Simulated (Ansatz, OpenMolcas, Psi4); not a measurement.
## How methods differ on SiSe (SMILES [Si][Se])

SiSe: 2 atoms, total charge 0, spin state singlet. SMILES: `[Si][Se]`. Geometry: relaxed at PBE0-D4/def2-TZVP.

| atom | x (Å) | y (Å) | z (Å) |
| --- | --- | --- | --- |
| Si | 0.0000 | 0.0000 | 0.0314 |
| Se | 0.0000 | 0.0000 | 2.0931 |

Each level gives the electronic atomisation energy (eV). The values are calculated. Electronic energies at fixed atoms, without zero-point motion or spin-orbit coupling.

| level | kind | program | value (eV) |
| --- | --- | --- | --- |
| HF/aug-cc-pVTZ | Hartree–Fock | Ansatz | 3.22 |
| PBE/aug-cc-pVTZ | GGA | OpenMolcas | 5.76 |
| TPSS/aug-cc-pVTZ | meta-GGA | OpenMolcas | 5.63 |
| PBE0/aug-cc-pVTZ | global hybrid | Ansatz | 5.48 |
| CAM-B3LYP/aug-cc-pVTZ | range-separated hybrid | Ansatz | 5.32 |
| B2PLYP/aug-cc-pVTZ | double hybrid | Ansatz | 5.54 |
| RPA@PBE/aug-cc-pVTZ | RPA | Ansatz | 5.09 |
| CCSD/aug-cc-pVTZ | coupled cluster or CI | Psi4 | 5.13 |
| FCI/STO-3G | exact in the basis | Ansatz | 6.28 |

All-electron rows without a relativistic Hamiltonian named are non-relativistic. The values span 3.22 to 6.28 eV. High-level rows in very small sets aren't better than simpler rows in larger ones. In the correlated wave-function rows the outer d shell of Se is correlated, in sets not made for it.
